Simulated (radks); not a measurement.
Dipole-allowed excitations along the series with 46 electrons in [Kr] 4d10. All-electron calculation, scalar-relativistic Kohn-Sham, exchange-only LDA, spin-unpolarised, spherical densities, finite nucleus; Fermi nuclear charge, rms radius of each element as measured or else 0.836 A^(1/3) + 0.57 fm. Program: a radial shooting solver on a logarithmic mesh with Libxc functionals. Time-dependent linear response with the Hartree and adiabatic exchange-only LDA kernel, continuum included through the Sternheimer equations, no spin-orbit coupling, so fine structure and intercombination lines are absent. Lines are the poles of the dipole polarisability below minus the highest occupied eigenvalue, found on a grid refined at the orbital gaps; the lowest seven at most are given, and weak or close lines can be missed. The first line takes the name of the lowest orbital gap if no other gap lies below it; otherwise a line is named after a gap within 0.6 % of it, if that gap stands alone.

species  -e(HOMO) (eV)  lowest orbital gap (eV)  first line (eV)      f  strongest line (eV)  its f  static alpha (bohr^3)
Sn4+            66.082             4d-5p 30.752   31.635 (4d-5p)  0.873  51.102 (unassigned)   1.53                  2.471
Sb5+            87.961             4d-5p 39.614   40.580 (4d-5p)  0.918  64.482 (unassigned)   2.31                  1.796

Estimate the first line of In3+, its oscillator strength and the static polarisability.

Answer. 23.419 eV (4d-5p), f = 0.806, alpha = 3.625 bohr^3.
